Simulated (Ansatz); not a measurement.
A series at Si: from `N#C[Si](C#N)(C#N)C#N`, ligands are replaced one by one, each step taking up H₂ and setting free `C#N`; n counts the steps. Ansatz, PBE0-D4/def2-TZVP geometries.

```csv
n,molecule,"HOMO energy, ωB97M-V/def2-TZVPP (eV)"
0,`N#C[Si](C#N)(C#N)C#N`,-13.67
1,`N#C[SiH](C#N)C#N`,-13.23
2,`N#C[SiH2]C#N`,-12.58
3,`N#C[SiH3]`,-12.15
4,SiH₄,?
```

Q: By hand: fit a straight line y = ȳ + b (n − n̄) to the 4 given rows and predict n = 4.

A: n̄ = 1.500, ȳ = -12.908; Σ(n − n̄)(y − ȳ) = 2.605, Σ(n − n̄)² = 5.000, so b = 0.521 eV a step. Prediction: -12.908 + (0.521) × (2.500) = -11.61 eV.

Q: By hand: compare with the computed value, -12.14 eV, and give the steps along the whole series.

A: The line misses by -0.53 eV (computed minus predicted). Steps: 0.44, 0.65, 0.43, 0.01 eV.

The steps differ by up to 0.64 eV without a steady trend. The highest orbital can change its character along such a series. The miss is 34.6 % of the series' range.
